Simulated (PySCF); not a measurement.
Computed IR spectrum (relative IR intensity) of a molecule C5H12Si. The structure is a stationary point at PBE-D3(BJ)/def2-SVP. Other conformers were not sampled. Calculation: PBE-D3(BJ)/def2-SVP run with PySCF. Frequencies are harmonic and unscaled.

Lines under 2 % of the strongest are left out, and lines within 2 cm⁻¹ are merged.

ν (cm⁻¹): 430 (vw), 568 (w), 583 (vw), 651 (w), 666 (w), 717 (m), 748 (m), 791 (s), 843 (m), 861 (m), 873 (s), 934 (w), 946 (w), 954 (w), 1043 (w), 1116 (w), 1211 (w), 1371 (vw), 1380 (w), 1416 (vw), 1422 (w), 2125 (vs), 2949 (m), 2953 (s), 2972 (vw), 2994 (w), 3008 (m), 3027 (m), 3047 (m), 3070 (vw), 3072 (w), 3076 (vw) (against the strongest line: vs over 80 %, s over 45 %, m over 15 %, w over 4 %, vw less)

Task: Pick the molecule that these values belong to.
(A) C=C(C)[SiH](C)C
(B) C/C=C\[SiH2]CC
(C) CC[SiH2]C1CC1
(D) C[C@H]1CC[Si@@H]1C

Result: D, C[C@H]1CC[Si@@H]1C
